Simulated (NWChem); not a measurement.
Molecule: GaH, singlet; SMILES [GaH]

```xyz
2

Ga     0.0000     0.0000    -0.0517
H      0.0000     0.0000    -1.7341
```
Atoms are numbered in this order, from 1.

All runs: NWChem. Low-valent species are run as closed-shell singlets; no triplet was tried in these runs. Structure relaxed at the PBE0/def2-SVP level. GIAO values for the isolated, static molecule; σ is the absolute isotropic shielding.

For level PBE0/pcSseg-2:

| Quantity | Value |
|---|---|
| σ Ga1 (ppm) | 807.9 |

Estimate the same quantities for level PBE0/cc-pVTZ.

The σ Ga1 (ppm) is 955.7.
